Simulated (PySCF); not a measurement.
## [K3O]+: one-bond stretch

All numbers come from PySCF, PBE0, basis O def2-TZVP, K def2-TZVP (no relativity, density fitting).

Rigid scan from the singlet minimum (K–K 4.070 Å (×3), O–K 2.350 Å (×3); K–K–K 60.0° (×3), K–K–O 30.0° (×6), K–O–K 120.0° (×3)). Coordinate: the bond from O to the last atom (K) scaled, the rest fixed. Energies in kJ/mol from the minimum.

```csv
scale of one bond,E (kJ/mol),"dipole size (D, about the centre of mass)"
0.92,12.7,0.68
0.96,2.8,0.33
1.00,0.0,0.00
1.05,3.3,0.41
1.12,15.4,0.97
1.20,34.5,1.60
1.35,73.3,2.80
1.55,119.4,–
1.80,163.3,–
2.20,208.4,–
```

At long bonds a restricted determinant can lie too high, and another spin state can fall below this curve.

The scan took about 60 core-seconds on a shared host.
